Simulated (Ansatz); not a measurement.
`[CH3][SnH]([NH2])[Cl]` → `[CH3][Sn][Cl]` + NH₃ at 700 K and 1 bar (stannylene formation by 1,1-elimination).

Gas-phase electronic energies from Ansatz, PBE0-D4/def2-TZVP geometries. CBS: MP2 limit from def2 TZ/QZ plus the TZ coupled-cluster correction, frozen cores. This one scheme is used for every species. Elements past krypton have def2 core potentials. For Sn outer-core shells are correlated without core-valence functions, which leaves a few kJ/mol of doubt a bond. One conformer a species, not always the lowest.

| species | CCSD(T)/CBS energy (Eh) | H − E (kJ/mol) | S (J/(mol·K)) |
| --- | --- | --- | --- |
| `[CH3][SnH]([NH2])[Cl]` | -770.22867 | 261.8 | 495.0 |
| `[CH3][Sn][Cl]` | -713.71101 | 143.9 | 393.5 |
| NH₃ | -56.50880 | 116.9 | 226.5 |

H − E and S are ideal-gas, rigid-rotor, harmonic terms from PBE0-D4/def2-TZVP, for one conformer and one mirror image of each species. 1 Eh = 2625.50 kJ/mol, R = 8.31446 J/(mol·K).

Task: By hand: ΔE, ΔH, ΔS and ΔG.

Result: ΔE = (-713.71101) + (-56.50880) − (-770.22867) = 0.00886 Eh = 23.3 kJ/mol. Δ(H − E) = 143.9 + 116.9 − 261.8 = -1.0, so ΔH = 22.3 kJ/mol. ΔS = 393.5 + 226.5 − 495.0 = 125.0 J/(mol·K). ΔG = 22.3 − 700 × (125.0)/1000 = -65.2 kJ/mol.

Task: By hand: the equilibrium constant, and the temperature at which ΔG would vanish if ΔH and ΔS stayed fixed.

Result: log₁₀ K = −ΔG/(RT ln 10) = 4.9. ΔG = 0 at ΔH/ΔS = 178 K.

The number of gas molecules changes by +1, which sets the sign of ΔS. A doubt of 5 kJ/mol in ΔE shifts log₁₀ K by 0.4 here. Other conformers and mirror images would add mixing entropy, several J/(mol·K) or more a flexible species. These are equilibria of isolated gas molecules and say nothing of rates. Largest T1 diagnostic: 0.013 (customary marks: 0.02 for closed shells, 0.045 for open ones).
